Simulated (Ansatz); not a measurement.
C2H7BFNO (SMILES CN(C)B(O)F), singlet, geometry from GFN2-xTB; MP2/def2-TZVPP run with Ansatz (an electronic-structure program).

Here is a job for Ansatz.
Ansatz 0.2 input:
```yaml
crystal:
  periodic: [false, false, false]
  atoms:
    - {symbol: B, position_ang: [-0.16201191, -0.01822153, -0.78293757]}
    - {symbol: F, position_ang: [0.17072193, -1.13727632, -1.44673119]}
    - {symbol: O, position_ang: [-0.73592964, 0.94666085, -1.53425477]}
    - {symbol: H, position_ang: [-0.98124357, 1.75159878, -1.08435520]}
    - {symbol: N, position_ang: [0.11489552, 0.03239240, 0.59348986]}
    - {symbol: C, position_ang: [0.73703700, -1.06789674, 1.30120826]}
    - {symbol: C, position_ang: [-0.17277354, 1.15057258, 1.46338877]}
    - {symbol: H, position_ang: [1.68119348, -0.74457240, 1.74981911]}
    - {symbol: H, position_ang: [0.07821002, -1.42737840, 2.09741283]}
    - {symbol: H, position_ang: [0.93266702, -1.87999171, 0.60812430]}
    - {symbol: H, position_ang: [-0.85079478, 0.84252771, 2.26613213]}
    - {symbol: H, position_ang: [0.75007572, 1.52443368, 1.91899659]}
    - {symbol: H, position_ang: [-0.63895808, 1.96388828, 0.91116570]}
basis:
  gaussian:
    orbitals: def2-TZVPP
magnetization: {spin_polarized: false}
correlation: {method: mp2}
```

Question: What does Ansatz print? Leave out banner, timings and long lists.

Answer: 
```
Functional definition: HF
1723 factors; integrals over basis functions are off by at most 1.3e-3 eV
mean field evaluation 1: about -9071.3428 eV, gradient 4.7e1 eV
mean field evaluation 2: about -9071.5859 eV, gradient 4.8e1 eV
mean field evaluation 4: about -9076.1127 eV, gradient 4.1e0 eV
mean field evaluation 8: about -9076.1694 eV, gradient 2.3e-1 eV
mean field evaluation 16: about -9076.1696 eV, gradient 1.4e-6 eV
mean field -9076.16959439 eV, -333.5430805452 hartree, gradient 1.4e-6 eV, S^2 0.000000; 0 other end points of the search recorded, 0 dependent functions left out
6 core orbitals not correlated
reference -9076.16959439 eV, -333.5430805452 hartree; 18, 18 occupied and 260, 260 virtual orbitals, 1723 factors
second order -31.07593174 eV of doubles, -0.00000000 eV of singles
Total energy: -9107.24552613 eV, -334.6850999726 hartree
```
